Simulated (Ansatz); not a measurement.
H5AsSi, charge +1, doublet, geometry from GFN2-xTB (a state made from the parent by changing its charge; the spin is typed, not shown lowest); Ansatz (a first-principles code) with R2SCAN/cc-pVDZ.

Input for Ansatz:
Ansatz 0.2 input:
```yaml
crystal:
  periodic: [false, false, false]
  atoms:
    - {symbol: Si, position_ang: [-1.70472595, 0.10897919, 0.27378400]}
    - {symbol: As, position_ang: [0.82226931, -0.03886951, -0.18862924]}
    - {symbol: H, position_ang: [-2.20744588, -0.82892523, -0.73390716]}
    - {symbol: H, position_ang: [-1.91760064, 1.54067772, 0.04146200]}
    - {symbol: H, position_ang: [-1.70838653, -0.34769080, 1.67179529]}
    - {symbol: H, position_ang: [1.17882747, -1.33819262, 0.45341921]}
    - {symbol: H, position_ang: [1.38588148, 0.73111591, 0.95901965]}
basis:
  gaussian:
    orbitals: cc-pVDZ
hamiltonian:
  xc: r2scan
total_charge: 1
magnetization: {spin_polarized: true, initial_magnetization: 1}
```

It wrote (shortened):

```
Functional definition: r2SCAN
895 factors; their error is unknown
mean field evaluation 1: about -68788.1588 eV, gradient 1.0e1 eV
mean field evaluation 2: about -68788.4368 eV, gradient 8.7e0 eV
mean field evaluation 4: about -68789.1120 eV, gradient 5.6e-1 eV
mean field evaluation 8: about -68789.0930 eV, gradient 5.6e-2 eV
mean field evaluation 16: about -68789.0931 eV, gradient 3.0e-5 eV
mean field -68789.09307634 eV, -2527.9525436335 hartree, gradient 3.0e-5 eV, S^2 0.754837; 0 other end points of the search recorded, 0 dependent functions left out
reference -68789.09308743 eV, -2527.9525440411 hartree; 26, 25 occupied and 44, 45 virtual orbitals, 895 factors
Total energy: -68789.09308743 eV, -2527.9525440411 hartree
```
